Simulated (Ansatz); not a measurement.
Input file for Ansatz (a program for electronic structure): R-CCSD(T)/cc-pVTZ on C2H2O2 (SMILES O=CC=O), a point of a torsion scan.

Ansatz 0.2 input:
```yaml
crystal:
  periodic: [false, false, false]
  atoms:
    - {symbol: O, position_ang: [1.48100511, -0.08072234, -0.92549194]}
    - {symbol: C, position_ang: [0.75455781, -0.06260296, 0.02331075]}
    - {symbol: C, position_ang: [-0.75539309, 0.01220587, -0.05348536]}
    - {symbol: O, position_ang: [-1.49793606, -0.81256624, 0.38996833]}
    - {symbol: H, position_ang: [1.13379899, -0.11181083, 1.06381879]}
    - {symbol: H, position_ang: [-1.11831523, 0.91719198, -0.58096035]}
basis:
  gaussian:
    orbitals: cc-pVTZ
magnetization: {spin_polarized: false}
correlation: {method: ccsd_t, electrons: outside_noble_gas}
scf: {lower_state_search: off}
```

It printed:

```
WARN ansatz: RAYON_NUM_THREADS=1 ignored (pool sized by the plan → 1); use --threads N
Functional definition: HF
these checks for a lower state are left out or cut short: stability, starts, cluster_reference, orbital_swaps, neighbouring_geometries, increment
integrals: 0.34 GiB planned
881 factors; integrals over basis functions are off by at most 9.0e-4 eV
mean field: 0.30 GiB planned
mean field evaluation 1: about -6164.0946 eV, gradient 4.4e1 eV
mean field evaluation 2: about -6164.0968 eV, gradient 4.4e1 eV
mean field evaluation 4: about -6167.9284 eV, gradient 3.6e0 eV
mean field evaluation 8: about -6167.9984 eV, gradient 1.8e-1 eV
mean field -6167.99862537 eV, -226.6697686627 hartree, gradient 3.3e-6 eV, S^2 0.000000; 0 other end points of the search recorded, 0 dependent functions left out
4 core orbitals not correlated
reference -6167.99862537 eV, -226.6697686627 hartree; 11, 11 occupied and 133, 133 virtual orbitals, 881 factors
second order -20.81236436 eV of doubles, -0.00000000 eV of singles
coupled cluster: 0.98 GiB planned
cycle   1  -20.34828432 eV  change    4.6e-1 eV  update   1.2e-1
cycle   2  -20.94202225 eV  change   -5.9e-1 eV  update   3.9e-2
cycle   3  -21.10261386 eV  change   -1.6e-1 eV  update   2.0e-2
cycle   4  -21.08381393 eV  change    1.9e-2 eV  update   5.2e-3
cycle   5  -21.08167671 eV  change    2.1e-3 eV  update   2.7e-3
cycle   6  -21.08450443 eV  change   -2.8e-3 eV  update   1.1e-3
cycle   7  -21.08426720 eV  change    2.4e-4 eV  update   7.4e-4
cycle   8  -21.08399899 eV  change    2.7e-4 eV  update   4.2e-4
cycle   9  -21.08412889 eV  change   -1.3e-4 eV  update   2.3e-4
cycle  10  -21.08409882 eV  change    3.0e-5 eV  update   9.4e-5
cycle  11  -21.08410258 eV  change   -3.8e-6 eV  update   2.9e-5
cycle  12  -21.08413724 eV  change   -3.5e-5 eV  update   1.2e-5
cycle  13  -21.08413969 eV  change   -2.4e-6 eV  update   5.5e-6
perturbative correction -0.93932056 eV, -0.0345193940 hartree
Total energy: -6190.02208562 eV, -227.4791158990 hartree
Checks for a lower state left out: stability, starts, cluster_reference, orbital_swaps, neighbouring_geometries, increment
```

The run converged.

Cost: about 30 core-seconds (a rough figure).
